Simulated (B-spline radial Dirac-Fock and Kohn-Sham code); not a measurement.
Ta²⁺: eigenvalues, ΔSCF and the reference

System: Ta²⁺, [Xe] 4f14 5d3.

The density-functional columns are spherical, spin-unpolarised Dirac-Kohn-Sham results without Breit or QED terms: −ε is minus the orbital energy of the initial state and ΔSCF the difference of two total energies. The reference in the last column comes from Dirac-Fock (average of configuration) total-energy differences with a finite nucleus, the Breit interaction including its frequency dependence, and self-energy and vacuum-polarisation corrections. All numbers are from a radial atomic solver, in eV; a selection of levels is shown. The Kohn-Sham columns are given as differences from the reference. For the 1s level of heavy atoms much of the gap between ΔSCF and the reference is the Breit and QED part, -333.6 eV here; for other levels the error of the functional can be larger.

```tsv
level	LDA −ε − DF	LDA ΔSCF − DF	PBE −ε − DF	PBE ΔSCF − DF	Dirac-Fock
K (1s)	-221.2	+322.2	-164.1	+381.0	67434.0
L1 (2s)	-156.3	-57.9	-148.1	-50.0	11711.6
L2 (2p1/2)	-110.0	+16.9	-106.3	+20.5	11160.2
L3 (2p3/2)	-122.9	-13.4	-120.6	-11.3	9904.3
M1 (3s)	-79.7	-52.1	-77.5	-49.9	2738.3
M2 (3p1/2)	-62.5	-32.7	-61.6	-31.9	2495.5
M3 (3p3/2)	-61.7	-34.7	-61.2	-34.3	2221.6
M4 (3d3/2)	-40.3	-7.5	-40.5	-7.8	1817.0
M5 (3d5/2)	-41.4	-9.7	-41.6	-10.0	1758.6
N1 (4s)	-41.7	-29.0	-40.6	-28.0	595.5
N2 (4p1/2)	-34.2	-21.6	-33.8	-21.2	494.9
N3 (4p3/2)	-34.4	-22.2	-33.8	-21.7	432.0
N4 (4d3/2)	-22.6	-10.7	-22.5	-10.7	266.7
N5 (4d5/2)	-22.6	-10.9	-22.6	-10.8	255.2
N6 (4f5/2)	-6.6	+4.1	-6.9	+3.7	48.23
N7 (4f7/2)	-6.7	+3.9	-7.0	+3.5	46.35
O1 (5s)	-10.9	-3.1	-11.2	-3.4	99.54
O2 (5p1/2)	-6.4	+1.0	-6.7	+0.6	67.97
O3 (5p3/2)	-6.4	+0.5	-6.7	+0.2	59.18
O4,5 (5d)	-3.7	+1.6	-4.0	+1.3	22.34
```

Values without a named source are computed, but for edge energies of neutral atoms, which are taken from tables.
